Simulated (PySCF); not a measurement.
B(F)(NHMe)(OMe) (C2H7BFNO), SMILES CNB(F)OC.

Geometry: r2SCAN-D4/def2-SVP. This is a generated structure with no PubChem entry under its InChIKey; it may be hypothetical. The values are those of a single conformer.

Two levels are set side by side: PBE/def2-TZVP (PySCF) and M06-2X/def2-TZVP (PySCF). Same geometry, gas phase. Differences are taken from unrounded values.

| quantity | M06-2X |
|---|---|
| orbital gap (eV) | 10.03 |
| highest occupied level (eV) | -8.78 |
| lowest empty level (eV) | 1.26 |
| dipole moment (D) | 3.37 |
| mean polarisability (bohr³) | 49.3 |

Q: What does PBE give, and how far is it from M06-2X? (An estimate is asked for; the answer gives what the named calculation found.)

A: 
```json
[
 {"quantity": "orbital gap (eV)", "PBE": "5.87", "PBE minus M06-2X": "-4.16"},
 {"quantity": "highest occupied level (eV)", "PBE": "-5.92", "PBE minus M06-2X": "2.85"},
 {"quantity": "lowest empty level (eV)", "PBE": "-0.05", "PBE minus M06-2X": "-1.31"},
 {"quantity": "dipole moment (D)", "PBE": "3.19", "PBE minus M06-2X": "-0.19"},
 {"quantity": "mean polarisability (bohr³)", "PBE": "52.5", "PBE minus M06-2X": "3.3"}
]
```

Without exact exchange PBE keeps part of each electron's self-repulsion, which lifts occupied levels and narrows the gap. PBE's more diffuse valence density responds more strongly to a field. Differences between two approximate levels are no errors against the true value.

Rough cost on one machine, each run with all the roots and properties that it gave: M06-2X against PBE about 4 times.
